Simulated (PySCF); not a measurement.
## Calculated NMR parameters of C=C[C@@H]1C[P@H](=O)[C@@H]1C

| Property | Result |
| --- | --- |
| Formula | C6H11OP |
| SMILES | C=C[C@@H]1C[P@H](=O)[C@@H]1C |
| InChI | InChI=1S/C6H11OP/c1-3-6-4-8(7)5(6)2/h3,5-6,8H,1,4H2,2H3/t5-,6-/m1/s1 |
| Point group of the computed structure | C1 |
| Carbon signals | 6 |
| Proton signals | 9 |

Molfile (atoms numbered from 1):
```
C6H11OP
     RDKit          3D

 19 19  0  0  0  0  0  0  0  0999 V2000
    2.7330    0.1575   -0.6162 C   0  0  0  0  0  0  0  0  0  0  0  0
    1.4257    0.0822   -0.7874 C   0  0  0  0  0  0  0  0  0  0  0  0
    0.4835   -0.5086    0.2044 C   0  0  2  0  0  0  0  0  0  0  0  0
   -0.5507   -1.5010   -0.3816 C   0  0  0  0  0  0  0  0  0  0  0  0
   -1.8190   -0.8537    0.7852 P   0  0  2  0  0  5  0  0  0  0  0  0
   -3.2033   -0.6035    0.3870 O   0  0  0  0  0  0  0  0  0  0  0  0
   -0.5306    0.4807    0.8570 C   0  0  2  0  0  0  0  0  0  0  0  0
   -0.9566    1.6474   -0.0170 C   0  0  0  0  0  0  0  0  0  0  0  0
    3.2132   -0.2153    0.2739 H   0  0  0  0  0  0  0  0  0  0  0  0
    3.3795    0.5951   -1.3573 H   0  0  0  0  0  0  0  0  0  0  0  0
    0.9741    0.4624   -1.6936 H   0  0  0  0  0  0  0  0  0  0  0  0
    1.0531   -0.9967    0.9991 H   0  0  0  0  0  0  0  0  0  0  0  0
   -0.8303   -1.2394   -1.4042 H   0  0  0  0  0  0  0  0  0  0  0  0
   -0.2685   -2.5507   -0.3535 H   0  0  0  0  0  0  0  0  0  0  0  0
   -1.6783   -1.6040    1.9546 H   0  0  0  0  0  0  0  0  0  0  0  0
   -0.2096    0.8437    1.8340 H   0  0  0  0  0  0  0  0  0  0  0  0
   -1.7612    2.1912    0.4756 H   0  0  0  0  0  0  0  0  0  0  0  0
   -1.3357    1.2908   -0.9733 H   0  0  0  0  0  0  0  0  0  0  0  0
   -0.1280    2.3312   -0.1939 H   0  0  0  0  0  0  0  0  0  0  0  0
  1  2  2  0
  2  3  1  0
  3  4  1  0
  4  5  1  0
  5  6  2  0
  5  7  1  0
  7  8  1  0
  7  3  1  0
  1  9  1  0
  1 10  1  0
  2 11  1  0
  3 12  1  1
  4 13  1  0
  4 14  1  0
  5 15  1  1
  7 16  1  1
  8 17  1  0
  8 18  1  0
  8 19  1  0
M  END
```

Method: geometry from GFN2-xTB, shieldings: GIAO PBE0/pcSseg-1, in PySCF (rapidly exchanging positions averaged, a single conformation, relativity neglected, gas phase).

Chemical shifts δ = σref − σ; $^{1}$H (σ = 31.72 ppm) and $^{13}$C (σ = 186.93 ppm) against TMS; $^{31}$P (σ = 318.38 ppm) against H3PO4; $^{17}$O (σ = 336.08 ppm) against H2O, all at this level.

```tsv
carbon	δC, type	δH (multiplicity)	HMBC from (2–3 bonds)	span of the C tensor (ppm)
C1	123.6, CH2	H9 5.37 (m); H10 5.40 (m)	H11, H12	207
C2	147.6, CH	6.03 (m)	H10, H9, H16, H14, H13, H12	231
C3	33.3, CH	2.26 (m)	H15, H11, H10, H9, H16, H14, H13, H17/H18/H19	32
C4	43.2, CH2	H13 2.47 (m); H14 2.60 (m)	H15, H11, H16, H12	76
C7	52.3, CH	2.65 (m)	H15, H11, H14, H13, H12, H17/H18/H19	66
C8	9.9, CH3	1.42 (m)	H15, H16, H12	12
```

Other nuclei:
```tsv
atoms	nucleus	environment	δ (ppm)	σ (ppm)
H15	$^{1}$H	hydrogen on a phosphorus bonded to 2 C, O, in a 4-membered ring	7.48	24.24
P5	$^{31}$P	phosphorus bonded to 2 C, O, H, in a 4-membered ring	-15.7	334.1
O6	$^{17}$O	P=O oxygen	118.0	218.0
```

1. δC 147.6: alkene CH; the olefinic region.
2. δC 123.6: terminal =CH2 carbon; the olefinic region.
3. δC 33.3: allylic sp3 CH; a saturated carbon with 3 carbon neighbours and no heteroatom attached.
4. δC 9.9: methyl carbon; saturated and bonded to C and H only.
5. δH 2.26: hydrogen on an allylic sp3 CH; allylic position.

Splittings by $^{31}$P in the carbon and heteronuclear signals aren't shown, as no couplings were computed. Shifts are as computed. Against solution values, carbons near 30 ppm lie about +3 ppm off and those near 130 ppm about +5 ppm. Of 1211 compounds with measured shifts, 218 miss one by over three times the rms of a fit or turn the order of signals round; such compounds aren't used in these exercises. Experimental scales use liquid or dissolved standards, which lie at an offset from isolated H2O (liquid H2O: subtract about 36 ppm) and H3PO4. No couplings were computed; multiplicities are counted from neighbouring protons, with m where these are inequivalent, close in shift, in a saturated or five-membered ring or joined by F or P, and br s for small geminal =CH2 splittings.
